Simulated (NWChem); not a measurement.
CH$_{2}$ClF; SMILES FCCl

All runs: NWChem. Pople sets run with spherical d functions. STO-3G and 3-21G are far too small for this property and stand as cheap habits. Geometry: optimised at PBE0/def2-SVP. Field at 589 nm.

Problem. Order these by “anisotropy (bohr³)”, lowest first: B3LYP/def2-TZVPD; B3LYP/6-31G*; B3LYP/def2-SVP.

Solution. B3LYP/def2-TZVPD (10.2), B3LYP/def2-SVP (11.2), B3LYP/6-31G* (12.4)
